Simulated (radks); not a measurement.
The numbers below are computed, except where a source is named.
The caesium anion Cs-, [Xe] 6s2, held by a Watson sphere: a shell of charge +1 at radius R that stands for the Madelung well of a crystal (potential energy -1/R inside, -1/r outside, in hartree with lengths in bohr). Level of theory: scalar-relativistic Kohn-Sham, LDA (Slater exchange, VWN5 correlation), spin-unpolarised, spherical densities, finite nucleus; Fermi nuclear charge, rms radius of each element as measured or else 0.836 A^(1/3) + 0.57 fm (a radial shooting solver on a logarithmic mesh with Libxc functionals). Response by self-consistent Sternheimer equations with the Hartree and adiabatic LDA kernel, the relativistic mass of each level held fixed and spin-orbit coupling left out. The sphere does not respond.

R (bohr) = 3.23: e(5s) (eV) -28.569; e(5p) (eV) -15.357; e(6s) (eV) -3.249; <r> 6s (bohr) 4.902; sum of <r^2> (bohr^2) 106.0; X-ray form factor at sin(theta)/lambda = 0.2 1/angstrom 43.873; alpha (bohr^3) 263.8
R (bohr) = 3.26: e(5s) (eV) -28.520; e(5p) (eV) -15.309; e(6s) (eV) -3.246; <r> 6s (bohr) 4.907; sum of <r^2> (bohr^2) 106.1; X-ray form factor at sin(theta)/lambda = 0.2 1/angstrom 43.872; alpha (bohr^3) 264.6
R (bohr) = 3.99: e(5s) (eV) -27.576; e(5p) (eV) -14.366; e(6s) (eV) -3.147; <r> 6s (bohr) 5.070; sum of <r^2> (bohr^2) 110.0; X-ray form factor at sin(theta)/lambda = 0.2 1/angstrom 43.873; alpha (bohr^3) 295.6
R (bohr) = 4.02: e(5s) (eV) -27.546; e(5p) (eV) -14.335; e(6s) (eV) -3.141; <r> 6s (bohr) 5.078; sum of <r^2> (bohr^2) 110.2; X-ray form factor at sin(theta)/lambda = 0.2 1/angstrom 43.873; alpha (bohr^3) 297.3
R (bohr) = 4.26: e(5s) (eV) -27.326; e(5p) (eV) -14.110; e(6s) (eV) -3.094; <r> 6s (bohr) 5.146; sum of <r^2> (bohr^2) 111.7; X-ray form factor at sin(theta)/lambda = 0.2 1/angstrom 43.877; alpha (bohr^3) 312.3
R (bohr) = 5.55: e(5s) (eV) -26.573; e(5p) (eV) -13.328; e(6s) (eV) -2.786; <r> 6s (bohr) 5.546; sum of <r^2> (bohr^2) 121.2; X-ray form factor at sin(theta)/lambda = 0.2 1/angstrom 43.899; alpha (bohr^3) 420.9
R (bohr) = 5.68: e(5s) (eV) -26.523; e(5p) (eV) -13.277; e(6s) (eV) -2.753; <r> 6s (bohr) 5.586; sum of <r^2> (bohr^2) 122.2; X-ray form factor at sin(theta)/lambda = 0.2 1/angstrom 43.901; alpha (bohr^3) 433.9
R (bohr) = 6.41: e(5s) (eV) -26.294; e(5p) (eV) -13.037; e(6s) (eV) -2.570; <r> 6s (bohr) 5.805; sum of <r^2> (bohr^2) 128.0; X-ray form factor at sin(theta)/lambda = 0.2 1/angstrom 43.906; alpha (bohr^3) 512.6
R (bohr) = 6.48: e(5s) (eV) -26.275; e(5p) (eV) -13.018; e(6s) (eV) -2.553; <r> 6s (bohr) 5.825; sum of <r^2> (bohr^2) 128.5; X-ray form factor at sin(theta)/lambda = 0.2 1/angstrom 43.907; alpha (bohr^3) 520.6
